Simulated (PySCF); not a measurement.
Geometry:
| atom | x (Å) | y (Å) | z (Å) |
| --- | --- | --- | --- |
| C1 | 1.333 | 1.985 | -1.112 |
| C2 | 1.257 | 1.042 | -0.179 |
| C3 | 2.049 | -0.226 | -0.287 |
| Si4 | 0.956 | -1.663 | -0.919 |
| O5 | -0.392 | -1.698 | -0.018 |
| Si6 | -1.294 | -0.755 | 0.988 |
| C7 | -2.947 | -0.432 | 0.105 |
| Si8 | 0.031 | 1.125 | 1.267 |
| H9 | 0.746 | 2.886 | -1.056 |
| H10 | 1.992 | 1.902 | -1.965 |
| H11 | 2.899 | -0.088 | -0.957 |
| H12 | 2.447 | -0.494 | 0.694 |
| H13 | 0.544 | -1.421 | -2.302 |
| H14 | 1.595 | -2.958 | -0.704 |
| H15 | -1.507 | -1.651 | 2.134 |
| H16 | -3.445 | -1.360 | -0.163 |
| H17 | -2.802 | 0.136 | -0.811 |
| H18 | -3.623 | 0.135 | 0.739 |
| H19 | 0.820 | 1.125 | 2.513 |
| H20 | -0.665 | 2.419 | 1.208 |

[PySCF 2.14: σ from GIAO-PBE0/pcSseg-1; structure optimised with GFN2-xTB; equivalent nuclei averaged; non-relativistic Hamiltonian; gas phase; a single conformation]

Predict the 2D correlation tables (HSQC, COSY, HMBC).

## Answers



HSQC (one-bond C–H):
```tsv
δH	δC
6.06 (H10)	133.6 (C1)
5.87 (H9)	133.6 (C1)
2.16 (H12)	32.3 (C3)
1.78 (H11)	32.3 (C3)
0.46 (H16/H17/H18)	2.6 (C7)
```

COSY cross peaks (H two or three bonds apart, from the bond graph; peaks can be absent where the dihedral angle is near 90°):
```tsv
δH	δH
6.06 (H10)	5.87 (H9)
5.71 (H15)	4.40 (H19)
5.71 (H15)	4.02 (H20)
5.71 (H15)	0.46 (H16/H17/H18)
5.22 (H14)	5.00 (H13)
5.22 (H14)	2.16 (H12)
5.22 (H14)	1.78 (H11)
5.00 (H13)	2.16 (H12)
5.00 (H13)	1.78 (H11)
4.40 (H19)	4.02 (H20)
2.16 (H12)	1.78 (H11)
```

HMBC (two and three bonds, from the bond graph):
```tsv
δH	δC
6.06 (H10)	148.2 (C2), 32.3 (C3)
5.87 (H9)	148.2 (C2), 32.3 (C3)
5.71 (H15)	148.2 (C2), 2.6 (C7)
5.22 (H14)	148.2 (C2), 32.3 (C3)
5.00 (H13)	148.2 (C2), 32.3 (C3)
4.40 (H19)	148.2 (C2), 133.6 (C1), 32.3 (C3), 2.6 (C7)
4.02 (H20)	148.2 (C2), 133.6 (C1), 32.3 (C3), 2.6 (C7)
2.16 (H12)	148.2 (C2), 133.6 (C1)
1.78 (H11)	148.2 (C2), 133.6 (C1)
```

References, each an isolated molecule treated in the same way: 1H (31.72 ppm) and 13C (186.93 ppm) vs TMS.

Short H···H contacts in this conformer between protons four or more bonds apart (candidates for NOE cross peaks, intensity ∝ r⁻⁶): H10···H11 2.41 Å, H9···H20 2.71 Å.

Shifts are as computed. Against solution values, carbons near 30 ppm lie about +3 ppm off and those near 130 ppm about +5 ppm. Of 1309 compounds with measured shifts, 239 miss one by over three times the rms of a fit or turn the order of signals round; such compounds aren't used in these exercises.
